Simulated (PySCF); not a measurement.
Calculation: PBE-D3(BJ)/def2-TZVP // r2SCAN-D4/def2-TZVP (PySCF 2.14.0). Gas-phase values, no solvent. Excitations are Tamm–Dancoff values on a coarser integration grid. The basis has no diffuse functions, so Rydberg states are missing or too high.

Reference species (SMILES): `[SiH3][Ga]([SiH3])[SiH3]` (neutral, multiplicity 1).

```yaml
dipole_moment: 0.11 D
T1 excitation (TDA): 2.64 eV
LUMO: -3.37 eV
```

Changed species: `[F][Ga]([F])[SiH3]` (1 of 3 F replaced by SiH3; the reference has 3 of 3 F replaced by SiH3).

Q: What does the change do to the dipole moment, T1 excitation (TDA) and LUMO?

A: the dipole moment rises by 3.35 D, to 3.46 D; the T1 excitation (TDA) goes up by 2.23 eV, to 4.87 eV; the LUMO rises by 0.85 eV, to -2.52 eV.
